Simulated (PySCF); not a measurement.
C2H10OSi2, SMILES [SiH3][SiH2]CCO.

Geometry optimised at B3LYP-D3(BJ)/def2-SVP. One conformer was computed; it need not be the lowest.

Two levels are set side by side: PBE/def2-TZVP (PySCF) and HF/def2-TZVP (PySCF). Same geometry, gas phase. Differences are taken from unrounded values.

```tsv
quantity	HF
orbital gap (eV)	13.74
highest occupied level (eV)	-10.77
lowest empty level (eV)	2.97
dipole moment (D)	1.71
mean polarisability (bohr³)	80.7
```

### Question
What does PBE give, and how far is it from HF? (The exact figures need the calculation; the answer reports its results.)

### Answer

```
quantity                       PBE  PBE minus HF
---------------------------  -----  ------------
orbital gap (eV)              5.52         -8.22
highest occupied level (eV)  -6.31          4.46
lowest empty level (eV)      -0.79         -3.76
dipole moment (D)             1.53         -0.18
mean polarisability (bohr³)   91.0          10.3
```

PBE's occupied levels lie high since its potential decays too fast outside the molecule; exact exchange lowers them and widens the gap. Loosely held outer electrons make PBE densities more polarisable. Differences between two approximate levels are no errors against the true value.

Rough cost on one machine, each run with all the roots and properties that it gave: HF against PBE about 1/3.
